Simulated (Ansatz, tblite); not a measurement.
Cost and result up the ladder for [Se4]2- (Se4²⁻) (4 atoms). Total charge -2; singlet. Geometry: PBE0-D4/def2-SVPD.

Cartesian coordinates in Å:
```
Se 0.927 -2.080 1.641
Se -0.696 -0.447 1.115
Se 0.102 1.365 -0.222
Se -0.333 1.162 -2.534
```

Ansatz on 4 threads of Arm Neoverse V1 on a shared host; xTB runs through tblite on one thread. Times are rough, summed over both states, and most runs start from the orbitals of an earlier one. PBE0-D4/def2-TZVPD serves as the yardstick here, not as an exact answer. The other state is a triplet.

The xTB rows come from tblite. A multiply charged anion in the gas phase is held together partly by the finite basis. Removing one electron lowers the energy by 1.19 eV at PBE0-D4/def2-TZVPD, so it isn't bound.

xTB has no spin-polarisation term.

| level | functions | wall time | vertical triplet (eV) | difference from PBE0-D4/def2-TZVPD (eV) | remarks |
| --- | --- | --- | --- | --- | --- |
| GFN2-xTB | 36 | 0.01 s | 1.90 | 0.45 | – |
| GFN1-xTB | 36 | 0.011 s | 2.06 | 0.61 | – |
| PBE-D4/def2-TZVPD | 228 | 17 s | 1.14 | -0.31 | HOMO above zero (singlet), HOMO above zero (triplet) |
| PBE0-D4/def2-TZVPD | 228 | 76 s | 1.45 | 0.00 | HOMO above zero (singlet), HOMO above zero (triplet) |
